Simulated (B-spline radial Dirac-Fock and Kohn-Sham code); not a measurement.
The computed values come from a radial finite-basis atomic code: the Dirac equation of a negative muon with reduced mass in the field of a spherical finite nucleus, with the Uehling potential to all orders; nuclear polarisation, deformation, hyperfine structure, self-energy, higher-order vacuum polarisation, relativistic recoil and electron screening are left out. The nuclear charge is a uniformly charged sphere.

Task: A muonic atom of atomic mass 54.94 u emits these computed lines: 2p3/2 → 1s1/2 1172 keV, 3d5/2 → 2p3/2 245.6 keV, 4f7/2 → 3d5/2 85.68 keV, 5g9/2 → 4f7/2 39.58 keV. Which element is it, and what rms charge radius was used?

Result: Manganese (Z = 25, nuclide ⁵⁵Mn); the high transitions hardly feel the nucleus and fix Z. The 2p → 1s line lies 158.2 keV below the value for a point nucleus without QED, which for this nuclear model gives a radius near 3.71 fm (3.7057 fm was used).
